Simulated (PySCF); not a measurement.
**`[C-]#C[C@@H]1CC[C@@H]1OC`, [C7H9O]-, charge -1**

Molfile (atoms numbered from 1):
```
C7H9O
     RDKit          3D

 17 17  0  0  0  0  0  0  0  0999 V2000
    0.0664    1.8710    2.4250 C   0  0  0  0  0  0  0  0  0  0  0  0
   -0.2155    1.4065    1.3194 C   0  0  0  0  0  0  0  0  0  0  0  0
   -0.5805    0.9036   -0.0141 C   0  0  2  0  0  0  0  0  0  0  0  0
   -1.8165   -0.0369   -0.1467 C   0  0  0  0  0  0  0  0  0  0  0  0
   -1.0360   -0.9079   -1.1360 C   0  0  0  0  0  0  0  0  0  0  0  0
    0.2671   -0.1988   -0.7437 C   0  0  2  0  0  0  0  0  0  0  0  0
    1.0704   -1.0654    0.0352 O   0  0  0  0  0  0  0  0  0  0  0  0
    2.0951   -0.3787    0.7217 C   0  0  0  0  0  0  0  0  0  0  0  0
   -0.6905    1.7415   -0.7323 H   0  0  0  0  0  0  0  0  0  0  0  0
   -2.0251   -0.5542    0.7901 H   0  0  0  0  0  0  0  0  0  0  0  0
   -2.7413    0.4108   -0.5209 H   0  0  0  0  0  0  0  0  0  0  0  0
   -1.3124   -0.7355   -2.1785 H   0  0  0  0  0  0  0  0  0  0  0  0
   -1.0316   -1.9808   -0.9374 H   0  0  0  0  0  0  0  0  0  0  0  0
    0.8802    0.1750   -1.5901 H   0  0  0  0  0  0  0  0  0  0  0  0
    1.6498    0.4300    1.3273 H   0  0  0  0  0  0  0  0  0  0  0  0
    2.8240    0.0426    0.0110 H   0  0  0  0  0  0  0  0  0  0  0  0
    2.5894   -1.1109    1.3600 H   0  0  0  0  0  0  0  0  0  0  0  0
  1  2  3  0
  2  3  1  0
  3  4  1  0
  4  5  1  0
  5  6  1  0
  6  7  1  0
  7  8  1  0
  6  3  1  0
  3  9  1  6
  4 10  1  0
  4 11  1  0
  5 12  1  0
  5 13  1  0
  6 14  1  6
  8 15  1  0
  8 16  1  0
  8 17  1  0
M  CHG  1   1  -1
M  END
```

The calculation used TDDFT PBE0/aug-cc-pVDZ circular dichroism and optical rotation, one conformer, gas phase in PySCF 2.14.0. Geometry: GFN2-xTB.

The molecule is flexible and this is one conformer; a measurement averages over conformers. For a gas-phase anion, states above the detachment energy (about 1.2 eV, taken as minus the energy of the highest occupied orbital) lie in the continuum and depend on the basis.

Draw the ECD and absorption spectra from the lowest 12 states, each a Gaussian of half-width 0.2 eV at 1/e height.


```csv
E (eV),λ (nm),Δε (L mol⁻¹ cm⁻¹),ε (L mol⁻¹ cm⁻¹)
2.48,500,0.00,2.26
2.63,472,+0.07,55.1
2.78,446,+0.52,443
2.93,423,+1.14,1220
3.08,403,+0.62,1410
3.23,384,+0.77,1550
3.38,367,+1.59,2570
3.53,351,+1.83,3250
3.68,337,-0.36,2920
```
Δε uses R in velocity form, ε uses f in length form. Only the states computed contribute, so the short-wavelength end is incomplete.
